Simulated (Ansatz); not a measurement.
Two isomers of F2H4O2Si2: A = `O[SiH](F)O[SiH2]F`, B = `O[SiH2][Si](O)(F)F`.

Isolated molecules relaxed with PBE0-D4/def2-TZVP in Ansatz; ΔE leaves out vibrations. CCSD(T)/CBS is the MP2 limit (def2-TZVPP, def2-QZVPP) plus CCSD(T) − MP2 in def2-TZVPP, frozen cores. Functionals use def2-TZVPP. One conformer a species, not always the lowest.

(1) Which is lower in electronic energy at CCSD(T)/CBS, and by how much? (An estimate is asked.)

(2) Give E(B) − E(A) in kJ/mol with HF/def2-TZVPP, B2PLYP, ωB97M-V, PBE0-D4, CCSD/def2-TZVPP, r2SCAN-D4, CCSD(T)/def2-TZVPP. (Estimate.)

Largest T1 diagnostic: 0.012.

Results:

(1) Ansatz gave: A, by 152.2 kJ/mol.

(2) Computed: HF/def2-TZVPP 178.3, B2PLYP 154.2, ωB97M-V 151.6, PBE0-D4 132.0, CCSD/def2-TZVPP 156.9, r2SCAN-D4 144.2, CCSD(T)/def2-TZVPP 153.2. None reverses the order clearly.

In def2-TZVPP, CCSD(T) changes the Hartree–Fock value by −25.1 kJ/mol (the triples alone add −3.6 kJ/mol) and MP2 by −18.0 kJ/mol. From PBE to PBE0 (25 % exact exchange), in def2-TZVPP and without D4, E(B) − E(A) moves by +11.8 kJ/mol.
